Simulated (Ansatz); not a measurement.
```xyz
3

S     0.0000    0.0000   -0.1040
H     0.0000    0.9715    0.8321
H     0.0000   -0.9715    0.8321
```

Basis set: def2-TZVP (spherical functions). Frozen core: 5 orbitals. Charge 0, multiplicity 1.

Computed with Ansatz (development build ahead of 0.2.0); each method stands on the lowest determinant of its kind that the runs found. Restricted open shells among the atoms or ions are ROHF, correlated in semicanonical orbitals with singles.

The atomization energy at this shape (free ground-state atoms in the same class of orbitals less the molecule, no zero-point energy) of singlet H2S:

```csv
method,atomization energy
RHF-MP2,7.37 eV
```

(1) What does RHF give?

Answers

(1) 5.72 eV.
